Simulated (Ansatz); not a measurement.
```yaml
crystal:
  periodic: [false, false, false]
  atoms:
    - {symbol: N, position_ang: [-1.318761, -0.139103, -0.652171]}
    - {symbol: Sn, position_ang: [0.389262, 0.878061, -1.005765]}
    - {symbol: N, position_ang: [1.346248, 0.142569, 0.612949]}
    - {symbol: H, position_ang: [-1.487583, -0.766352, 0.119192]}
    - {symbol: H, position_ang: [-2.127035, -0.069171, -1.248865]}
    - {symbol: H, position_ang: [2.292571, 0.395439, 0.846970]}
    - {symbol: H, position_ang: [0.966498, -0.509444, 1.281990]}
basis:
  gaussian: {orbitals: x2c-TZVPPall}
magnetization: {spin_polarized: true, initial_magnetization: 1}
hamiltonian: {xc: {name: LC-wPBE}}
```

```sh
$ ansatz run in.yaml --threads 4 --pin off --events-out ev --progress --plain --max-ram 10444MiB
```

It prints (some lines left out):

```
Error: a molecule whose nuclei and cores have a total charge of 68 cannot have a net charge of 0 together with 1 unpaired electrons
```

Problem. What is wrong with this run?

Solution. The number of unpaired electrons doesn't fit the electron count. The input was rejected before any iteration.
